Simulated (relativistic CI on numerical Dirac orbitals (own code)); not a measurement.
**Os⁵⁹⁺: sensitivity of the levels to the model**

Base calculation: Dirac-Coulomb-Breit CI, separate exchange-only KLI orbitals for each configuration, model QED, unscaled Slater integrals.

Configuration list (outside the closed core [Ne]): 3s2 3p5, 3s2 3p4 3d, 3s 3p6, 3s 3p5 3d, 3s 3p4 3d2, 3p6 3d, 3s2 3p3 3d 4p, 3s 3p4 3d 4s, 3p6 4s, 3s2 3p4 4s, 3p6 4p, 3s2 3p4 4p, 3s2 3p4 4d, 3s 3p5 4s, 3p5 3d 4p, 3s2 3p4 4f, 3s 3p5 4p, 3s 3p5 4d, 3s 3p5 4f, 3s2 3p4 5s, 3s2 3p4 5p, 3s2 3p3 4s 4p, 3s2 3p4 5d, 3s2 3p4 5f, 3s2 3p4 5g, 3s 3p4 4s2, 3s 3p5 5s, 3s 3p5 5p, 3s2 3p3 3d2, 3s2 3p2 3d3, 3s 3p3 3d3, 3s2 3p2 3d2 4s, 3s2 3p2 3d2 4p, 3s2 3p2 3d2 4d, 3p5 3d2, 3p4 3d3, 3p4 3d2 4s, 3p4 3d2 4p, 3p4 3d2 4d, 3s2 3p3 3d 4s, 3s 3p3 3d2 4s, 3s2 3p2 3d 4s2, 3s2 3p2 3d 4s 4p, 3s2 3p2 3d 4s 4d, 3p5 3d 4s, 3p4 3d 4s2, 3p4 3d 4s 4p, 3p4 3d 4s 4d, 3s2 3p3 4s2, 3s 3p3 3d 4s2, 3s2 3p2 4s2 4p, 3s2 3p2 4s2 4d, 3s2 3p3 4p2, 3s2 3p2 3d 4p2, 3s 3p3 3d 4p2, 3s2 3p2 4s 4p2, 3s2 3p2 4p3, 3s2 3p2 4p2 4d. Double excitations out of closed p, d and f shells are left out; levels of such configurations are missing from the list, as are those of other unlisted configurations, and high levels can miss mixing partners. These lack a partner that the ground configuration has and come out too high: 3s2 3p4 4f, 3s 3p5 4p, 3s 3p5 4d, 3s 3p5 4f, 3s2 3p4 5s.

Variants: (1) non-relativistic limit. Shifts of the energy above 3s2 3p5 2P°_3/2, in eV, for the lowest level and the first level of each name with at least 55 % of one term (blank where a level changes its place among those of its configuration and J or its character, or is not in the variant):

| Level | Base | Δ(1) |
| --- | --- | --- |
| 3s2 3p5 2P°_3/2 | 0.000 | 0.000 |
| 3s2 3p4 3d 2D_3/2 | 274.832 |  |
| 3s2 3p4 3d 4F_9/2 | 337.826 | -106.313 |
| 3s2 3p4 3d 2P_1/2 | 345.298 | -111.957 |
| 3s2 3p5 2P°_1/2 | 395.683 | -395.683 |
| 3s 3p6 2S_1/2 | 597.549 | -439.733 |
| 3s2 3p4 3d 4D_1/2 | 628.040 |  |
| 3s2 3p4 3d 2G_7/2 | 648.714 | -404.740 |
| 3s2 3p4 3d 2G_9/2 | 737.238 | -493.264 |
| 3s 3p5 3d 4P°_1/2 | 821.836 | -451.291 |

At this charge energies of transitions that change n are usually good to better than 1 %, and those within a shell (Δn = 0) to a few per cent.

Ionisation energy from the two ground configurations alone: base 6239.17 eV. The NIST ASD value (theoretical) is 6240 eV.

LS names give the leading component of a level, which can be under half, so a name can repeat, a term be missing and a line seem to break the LS rules.
